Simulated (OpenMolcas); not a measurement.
Re3+ (d4) among equal point charges was computed by CASSCF with the d shell active (OpenMolcas, ANO-RCC-VTZP on the metal). Its lowest spin-free states, and all those of the highest spin:

```
2S+1  Degeneracy  E (cm-1)
   5           1       0.0
   5           1      4605
   5           2     10772
   5           1     12690
   3           2     18572
   3           1     18634
   3           1     18643
   3           1     19946
   3           1     20236
   3           2     20733
   3           2     22335
   3           1     22739
```

Problem. Is the site octahedral, tetrahedral or cube-like, axial, or of lower symmetry?

Solution. The states with 2S+1 = 5 have orbital degeneracies 1, 1, 2, 1. There are pairs but no triples, so the site is axial: not cubic, but with a proper or improper axis of order three or more. The run had Re3+ among 4 point charges of -0.75 e arranged as a square (D4h), 2.06 Å from the ion.

Spin-orbit coupling mixes the spin-free states strongly: the lowest level takes only 62 % from its leading state, 5B1. Without dynamic correlation the repulsion within the d shell is too large (B by tens of per cent), so at a given field states of lower spin stand too high. Point charges give a weaker field than real ligands, and real ions of this kind are as a rule low spin; the high spin found here belongs to the model. Point charges carry no covalency, so the field is a model and not that of real ligands. No measured value stands beside these numbers.
